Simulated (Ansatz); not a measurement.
Mulliken charges of C2HBrF2, SMILES `F/C=C(\F)Br` from PBE/def2-TZVPP in Ansatz (PBE0-D4/def2-TZVP geometry).

```json
{"atom": "F1", "x (Å)": "0.306", "y (Å)": "-1.104", "z (Å)": "1.457", "charge (e)": "-0.140"}
{"atom": "C2", "x (Å)": "0.020", "y (Å)": "-0.016", "z (Å)": "0.748", "charge (e)": "0.028"}
{"atom": "C3", "x (Å)": "0.011", "y (Å)": "-0.048", "z (Å)": "-0.575", "charge (e)": "0.136"}
{"atom": "F4", "x (Å)": "0.281", "y (Å)": "-1.141", "z (Å)": "-1.262", "charge (e)": "-0.115"}
{"atom": "Br5", "x (Å)": "-0.384", "y (Å)": "1.448", "z (Å)": "-1.612", "charge (e)": "-0.015"}
{"atom": "H6", "x (Å)": "-0.199", "y (Å)": "0.871", "z (Å)": "1.324", "charge (e)": "0.106"}
```

By hand: the dipole of these point charges (1 e Å = 4.8032 D).

Σ q r = (-0.088, 0.349, 0.048) e Å, of length 0.363 e Å = 1.74 D.

How does the dipole of the full density compare? (Estimate.)

The calculation gave: (-0.063, 0.252, 0.084) e Å, 1.31 D; the point charges give 1.33 times that, at 10° from its direction.

Point charges leave out the atoms' own dipoles, such as those of lone pairs, and Mulliken's split depends on the basis, so the two needn't agree.
